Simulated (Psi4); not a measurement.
Intermolecular potential of H4Si ··· H4Ge (SMILES [SiH4] and [GeH4]), singlet. Monomers: optimised at B3LYP-D3(BJ) (def2-TZVP), held rigid. Orientation: lowest of the rigid-body minima from ten starts at GFN2-xTB. Only R, the distance of the centres of mass, is varied, so the lowest point isn't the relaxed dimer.

PBE-D3(BJ)/def2-TZVP, counterpoise-corrected (Psi4); SAPT0/jun-cc-pVDZ, frozen core (Psi4).

Interaction energies in kcal/mol:

| R / Å | PBE-D3(BJ)/def2-TZVP |
|---|---|
| 3.36 | 1.70 |
| 3.51 | 0.34 |
| 3.76 | -0.75 |
| 3.95 | -1.04 |
| 4.12 | -1.09 |
| 4.36 | -1.00 |
| 4.63 | -0.82 |
| 4.92 | -0.62 |
| 5.41 | -0.36 |
| 6.15 | -0.15 |
| 7.16 | -0.05 |
| 8.42 | -0.02 |

**Question.** Predict the corresponding SAPT0/jun-cc-pVDZ column.

**Answer.** 3.36: 4.25; 3.51: 2.46; 3.76: 0.84; 3.95: 0.26; 4.12: 0.00; 4.36: -0.16; 4.63: -0.19; 4.92: -0.17; 5.41: -0.12; 6.15: -0.06; 7.16: -0.02; 8.42: -0.01 (kcal/mol).
